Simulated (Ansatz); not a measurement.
`[CH3][SnH]([Cl])[O][SiH3]` and `C[O][SnH]([Cl])[O][SiH3]` differ in one atom or group.

Ansatz, PBE0-D4/def2-TZVP geometries, multiplicity 1. Each molecule was computed in one conformer, which needn't be the lowest.

Elements past krypton have def2 core potentials.

```tsv
property	`[CH3][SnH]([Cl])[O][SiH3]`
LUMO energy (B3LYP/def2-TZVPP) / eV	-1.06
HOMO–LUMO gap (PBE0/def2-TZVPP) / eV	7.58
HOMO energy (PBE0/def2-TZVPP) / eV	-8.32
HOMO–LUMO gap (ωB97M-V/def2-TZVPP) / eV	11.72
LUMO energy (PBE0/def2-TZVPP) / eV	-0.74
HOMO–LUMO gap (PBE/def2-TZVPP) / eV	5.20
```

Task: Give the same properties after the change, and the shifts. (An estimate is asked.)

Result: Ansatz gave: 
```
                               property  `C[O][SnH]([Cl])[O][SiH3]`  shift
    LUMO energy (B3LYP/def2-TZVPP) / eV                       -1.76  -0.70
   HOMO–LUMO gap (PBE0/def2-TZVPP) / eV                        6.84  -0.74
     HOMO energy (PBE0/def2-TZVPP) / eV                       -8.29   0.03
HOMO–LUMO gap (ωB97M-V/def2-TZVPP) / eV                       11.24  -0.48
     LUMO energy (PBE0/def2-TZVPP) / eV                       -1.45  -0.71
    HOMO–LUMO gap (PBE/def2-TZVPP) / eV                        4.29  -0.91
```

B3LYP here is the variant with VWN-RPA as its local correlation; programs differ in this.

Positive LUMOs are unbound, so they and the gaps depend on the basis.
